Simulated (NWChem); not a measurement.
Species: BeSiNH5; SMILES [NH2][Be][SiH3]

```xyz
8

Be    -0.0044    -0.7983     0.0038
N      0.0002    -2.3006    -0.0004
H     -0.8242    -2.8937    -0.0006
H      0.8272    -2.8899    -0.0007
Si    -0.0008     1.3740     0.0005
H     -0.9349     1.9507    -1.0232
H      1.3591     1.9280    -0.3152
H     -0.4000     1.9663     1.3201
```
Atoms are numbered in this order, from 1.

Program: NWChem. Coordinates come from a PBE0/def2-SVP optimisation. Ions are spin-unrestricted doublets at the neutral geometry; other ion states weren't tried.

Question: Predict the results for PBE/def2-SVP. Quantities: vertical ionisation energy, ΔSCF (eV); −ε(HOMO) (eV).

Answer: 
```
Quantity                               Value
-------------------------------------  -----
vertical ionisation energy, ΔSCF (eV)   9.46
−ε(HOMO) (eV)                           6.14
```
